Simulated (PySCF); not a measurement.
## InH and its ions

PBE0; PySCF, scalar-relativistic core potentials, basis sets In cc-pVTZ-PP with ECP28, H cc-pVTZ. Neutral (UKS): singlet (closed shell), Re = 1.856 Å, ωe = 1458 cm⁻¹, De = 2.61 eV, HOMO -5.69 eV, LUMO -1.74 eV.

InH⁺ (UKS): doublet (σ ↑), Re = 1.859 Å, ωe = 1051 cm⁻¹, De = 0.31 eV to In⁺ + H. The energies at the minima are -190.71083 hartree for InH and -190.41991 for InH⁺.

(1) Work out the adiabatic ionisation energy, without and with harmonic zero-point energies (1 hartree = 27.2114 eV, 1 eV = 8065.5 cm⁻¹), and the change of the bond length.

Weak bonds: InH⁺. Basis-set superposition, not corrected here, can be much of De in a small basis, most of all at correlated wavefunction levels. These are scalar-relativistic numbers at best; spin–orbit coupling would shift them, the dissociation energy most. For an ion De counts to the pair picked by the measured ionisation energies or electron affinities, which need not be the lowest pair at this level. States were picked by a PBE0 search and need not be the measured ground states.

Results:

(1) At PBE0: 0.29092 hartree = 7.916 eV between the minima; the zero-point term (1051.0 − 1458.0)/2 cm⁻¹ = -0.025 eV makes it 7.891 eV. Re changes by +0.3 pm against the neutral. Minus the HOMO energy is 5.69 eV, -2.23 eV from the value between the minima; self-interaction puts the Kohn–Sham level too high, less so with exact exchange. The electron leaves a σ orbital, and the small change of length marks it as nearly non-bonding.
